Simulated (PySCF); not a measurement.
Cartesian coordinates in Å; atom numbers follow the order of the lines, from 1:
```xyz
16

C    -2.0725   -0.8920   -0.1709
C    -0.6475   -0.4390   -0.4537
C     0.4355   -1.2858    0.2374
C     1.7424   -0.4937    0.2308
O     1.4620    0.8613    0.5328
Si   -0.1178    1.2826    0.1385
H    -2.3002   -0.8425    0.9065
H    -2.2378   -1.9332   -0.4940
H    -2.8134   -0.2660   -0.6919
H    -0.4649   -0.4621   -1.5447
H     0.5633   -2.2709   -0.2427
H     0.1319   -1.4745    1.2829
H     2.4577   -0.8824    0.9731
H     2.2279   -0.5625   -0.7621
H    -0.1578    2.3447   -0.9112
H    -0.8551    1.7681    1.3450
```

Geometry: PBE0-D3(BJ)/def2-SVP; GIAO shifts from PySCF 2.14.0 with density-fitted response routines, gas phase, non-relativistic, averaged over equivalent atoms.

At PBE0/pcSseg-1 (159 basis functions, 13 s wall time on 1 thread of an Arm Neoverse V2, shared host):
| atoms | δ (ppm) |
| --- | --- |
| C4 | 70.3 |
| C3 | 39.4 |
| C2 | 19.9 |
| C1 | 15.5 |
| O5 | 39.7 |
| Si6 | 9.0 |
| H15 | 4.91 |
| H16 | 4.66 |
| H13 | 4.16 |
| H14 | 3.71 |
| H11 | 1.82 |
| H12 | 1.43 |
| H10 | 1.19 |
| H7/H8/H9 | 1.19 |

Referencing at the same level of theory: 13C (σ = 184.41 ppm) and 29Si (σ = 351.99 ppm) and 1H (σ = 31.27 ppm) vs TMS; H2O for 17O (σ = 334.56 ppm).

Estimate the result of repeating the calculation with CAM-B3LYP/pcSseg-2.

## Answers


```json
{"atoms": "C4", "δ at CAM-B3LYP/pcSseg-2": "72.3", "change": "+2.0"}
{"atoms": "C3", "δ at CAM-B3LYP/pcSseg-2": "41.1", "change": "+1.7"}
{"atoms": "C2", "δ at CAM-B3LYP/pcSseg-2": "21.8", "change": "+1.9"}
{"atoms": "C1", "δ at CAM-B3LYP/pcSseg-2": "15.7", "change": "+0.2"}
{"atoms": "O5", "δ at CAM-B3LYP/pcSseg-2": "38.9", "change": "-0.8"}
{"atoms": "Si6", "δ at CAM-B3LYP/pcSseg-2": "3.5", "change": "-5.5"}
{"atoms": "H15", "δ at CAM-B3LYP/pcSseg-2": "4.92", "change": "+0.01"}
{"atoms": "H16", "δ at CAM-B3LYP/pcSseg-2": "4.66", "change": "+0.00"}
{"atoms": "H13", "δ at CAM-B3LYP/pcSseg-2": "4.09", "change": "-0.07"}
{"atoms": "H14", "δ at CAM-B3LYP/pcSseg-2": "3.64", "change": "-0.07"}
{"atoms": "H11", "δ at CAM-B3LYP/pcSseg-2": "1.91", "change": "+0.09"}
{"atoms": "H12", "δ at CAM-B3LYP/pcSseg-2": "1.48", "change": "+0.05"}
{"atoms": "H10", "δ at CAM-B3LYP/pcSseg-2": "1.31", "change": "+0.12"}
{"atoms": "H7/H8/H9", "δ at CAM-B3LYP/pcSseg-2": "1.21", "change": "+0.02"}
```

Scale: 13C (σref 182.55) and 29Si (σref 328.96) and 1H (σref 31.34) against TMS; 17O (σref 329.76) against H2O (reference shieldings calculated alike).

The largest change is at Si6 (silicon bonded to C, O, 2 H, in a 5-membered ring). Cost: 363 basis functions, 70 s wall time on 1 thread of an Arm Neoverse V2, shared host. The order of the carbon signals is the same at both levels.

Experimental scales use liquid or dissolved standards, which lie at an offset from isolated H2O (liquid H2O: subtract about 36 ppm).
